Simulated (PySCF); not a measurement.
SMILES C[SiH2][SiH2]F, singlet, GFN2-xTB optimised geometry. Atoms within 1.6 Å of the plane z = 1.5 Å (x, y, z in Å): C1 (1.92, -1.04, 0.00), Si2 (0.02, -1.04, 0.00), Si3 (-0.76, 1.13, 0.00), H5 (2.31, -2.05, 0.01), H7 (2.31, -0.52, 0.87), H9 (-0.43, -1.79, 1.18), H10 (-0.81, 1.82, 1.29).

Calculation: PBE0/def2-TZVP in PySCF.

Map of the HOMO−1 amplitude (bohr^(-3/2)) on the plane z = 1.5 Å; orbital energy -9.35 eV, overall sign arbitrary:

```
|444444444444444444444444444|
|444444444444444444444444444|
|444444444444444444444444444|
|444444444444444444444444444|
|444444444444444444444444444|
|444444444433344444444444444|
|444444443322334444444444444|
|444444443211234444444444444|
|444444443200133444444444444|
|444444443211233444444444444|
|444444443322234444444444444|
|444444444333334444444444444|
|444444444444444444444444444|
|444444444444444444444444444|
|444444445555554444445554444|
|444444455556655444445554444|
|444444555567766544444554444|
|444444555678876544444444444|
|444444555679986554444444444|
|444444555678876554444444444|
|444444555566766554444444444|
|444444455556655554444444444|
|444444455555555544444444444|
|444444444555555544444444444|
|444444444445554444444444444|
|444444444444444444444444444|
|444444444444444444444444444|
```
Scale: ten equal steps from -0.129 (start of '0') to 0.139 (end of '9'), in the order '0123456789'; x runs from -4.50 to 4.50, y from -4.50 (bottom) to 4.50 (top).
